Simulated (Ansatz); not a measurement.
Isolated molecules relaxed with PBE0-D4/def2-TZVP in Ansatz; ΔE leaves out vibrations. CBS: MP2 limit from def2 TZ/QZ plus the TZ coupled-cluster correction, frozen cores. This one scheme is used for every species. Functionals use def2-TZVPP. B3LYP here is the variant with VWN-RPA as its local correlation; programs differ in this. For Ga outer-core shells are correlated without core-valence functions, which leaves a few kJ/mol of doubt a bond. Scalar relativity is left out up to krypton.

Reaction (ligand exchange at a Ga–S bond): `C[S][GaH2]` + HCl → `[Cl][GaH2]` + CH₃SH

```json
{"species": "`C[S][GaH2]`", "B3LYP energy (Eh)": "-2364.27902"}
{"species": "HCl", "B3LYP energy (Eh)": "-460.83627"}
{"species": "`[Cl][GaH2]`", "B3LYP energy (Eh)": "-2386.37684"}
{"species": "CH₃SH", "B3LYP energy (Eh)": "-438.75246"}
```

Q: Work out ΔE.

A: ΔE = (-2386.37684) + (-438.75246) − (-2364.27902) − (-460.83627) = -0.01401 Eh = -36.8 kJ/mol. CCSD(T)/CBS gives -27.6 kJ/mol.

Largest T1 diagnostic among the species: 0.013.

From BLYP to BHLYP (50 % exact exchange), in def2-TZVPP and without D4, ΔE moves by −7.9 kJ/mol. Leaving LDA and LC-ωPBE aside and taking each functional with its dispersion term where it has one, the values, not all of them listed here, spread over 12.9 kJ/mol, from BHLYP-D4 to revPBE-D4. LDA lies +8.1 kJ/mol from PBE without D4. The D4 term adds +5.6 kJ/mol with B3LYP and +3.1 kJ/mol with PBE0; it sums over pairs of atoms, weighted by their polarisabilities, and B3LYP, whose exchange is more repulsive, gets the larger term.
